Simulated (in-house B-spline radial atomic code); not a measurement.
A radial electron density 4πr²n(r) was computed for an atom or ion in its tabulated ground configuration with a B-spline radial code for spherical atoms; method: Dirac-Kohn-Sham BP86, spherical fractional occupations. Columns: r (bohr), 4πr²n(r) (electrons per bohr), bar.

```
 0.00265    0.698 #
  0.0032    0.987 #
 0.00385    1.379 ##
 0.00464    1.922 ###
 0.00558    2.647 ####
 0.00672    3.624 #####
  0.0081    4.916 #######
 0.00975    6.567 ##########
  0.0117    8.603 #############
  0.0141    11.13 #################
   0.017     14.1 #####################
  0.0205    17.38 ##########################
  0.0247    20.74 ###############################
  0.0298    23.85 ####################################
  0.0358    26.19 #######################################
  0.0432    27.41 #########################################
   0.052    27.16 #########################################
  0.0626    25.55 ######################################
  0.0754    23.21 ###################################
  0.0908    21.23 ################################
   0.109    20.82 ###############################
   0.132    22.63 ##################################
   0.159    25.99 #######################################
   0.191    28.99 ###########################################
    0.23    29.43 ############################################
   0.277       26 #######################################
   0.334    19.62 #############################
   0.402    13.22 ####################
   0.484    9.571 ##############
   0.583    9.444 ##############
   0.702    11.07 #################
   0.846    11.85 ##################
    1.02    10.51 ################
    1.23    7.658 ###########
    1.48    4.739 #######
    1.78    2.602 ####
    2.14    1.349 ##
    2.58   0.6866 #
    3.11   0.3437 #
    3.74   0.1588 
    4.51  0.06086 
    5.43  0.01848
```

Which atom or ion is it?
A. V
B. V+
C. Cr+
D. V2+

B. The area under the curve, ∫4πr²n dr = ∫r·4πr²n d(ln r) on this logarithmic grid, is 22 electrons, which only this option has. The configuration is [Ar] 3d4.
